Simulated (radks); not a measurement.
The sulfur anion S-, [Ne] 3s2 3p5, held by a Watson sphere: a shell of charge +1.22 at radius R that stands for the Madelung well of a crystal (potential energy -1.22/R inside, -1.22/r outside, in hartree with lengths in bohr). All-electron calculation, scalar-relativistic Kohn-Sham, PBE, spin-polarised, spherical densities, point nucleus; open shells are filled with parallel spins first. Program: a radial shooting solver on a logarithmic mesh with Libxc functionals. Response by self-consistent Sternheimer equations with the Hartree and adiabatic LDA kernel, the relativistic mass of each level held fixed and spin-orbit coupling left out. The sphere does not respond.

R (bohr) = 1.96: e(3s down) (eV) -19.749; e(3p up) (eV) -10.328; e(3p down) (eV) -9.540; <r> 3p (bohr) 2.037; sum of <r^2> (bohr^2) 33.00; X-ray form factor at sin(theta)/lambda = 0.2 1/angstrom 11.390; alpha (bohr^3) 19.48
R (bohr) = 2.12: e(3s down) (eV) -19.383; e(3p up) (eV) -10.070; e(3p down) (eV) -9.295; <r> 3p (bohr) 2.066; sum of <r^2> (bohr^2) 33.82; X-ray form factor at sin(theta)/lambda = 0.2 1/angstrom 11.336; alpha (bohr^3) 20.69
R (bohr) = 2.2: e(3s down) (eV) -19.202; e(3p up) (eV) -9.936; e(3p down) (eV) -9.166; <r> 3p (bohr) 2.080; sum of <r^2> (bohr^2) 34.23; X-ray form factor at sin(theta)/lambda = 0.2 1/angstrom 11.311; alpha (bohr^3) 21.34
R (bohr) = 2.5: e(3s down) (eV) -18.547; e(3p up) (eV) -9.414; e(3p down) (eV) -8.664; <r> 3p (bohr) 2.130; sum of <r^2> (bohr^2) 35.66; X-ray form factor at sin(theta)/lambda = 0.2 1/angstrom 11.237; alpha (bohr^3) 23.97
R (bohr) = 3.63: e(3s down) (eV) -16.492; e(3p up) (eV) -7.528; e(3p down) (eV) -6.820; <r> 3p (bohr) 2.269; sum of <r^2> (bohr^2) 39.79; X-ray form factor at sin(theta)/lambda = 0.2 1/angstrom 11.119; alpha (bohr^3) 35.68
R (bohr) = 4.44: e(3s down) (eV) -15.388; e(3p up) (eV) -6.434; e(3p down) (eV) -5.737; <r> 3p (bohr) 2.330; sum of <r^2> (bohr^2) 41.71; X-ray form factor at sin(theta)/lambda = 0.2 1/angstrom 11.104; alpha (bohr^3) 44.65
R (bohr) = 4.51: e(3s down) (eV) -15.305; e(3p up) (eV) -6.350; e(3p down) (eV) -5.654; <r> 3p (bohr) 2.334; sum of <r^2> (bohr^2) 41.85; X-ray form factor at sin(theta)/lambda = 0.2 1/angstrom 11.103; alpha (bohr^3) 45.42
R (bohr) = 4.59: e(3s down) (eV) -15.211; e(3p up) (eV) -6.257; e(3p down) (eV) -5.561; <r> 3p (bohr) 2.339; sum of <r^2> (bohr^2) 42.00; X-ray form factor at sin(theta)/lambda = 0.2 1/angstrom 11.103; alpha (bohr^3) 46.29
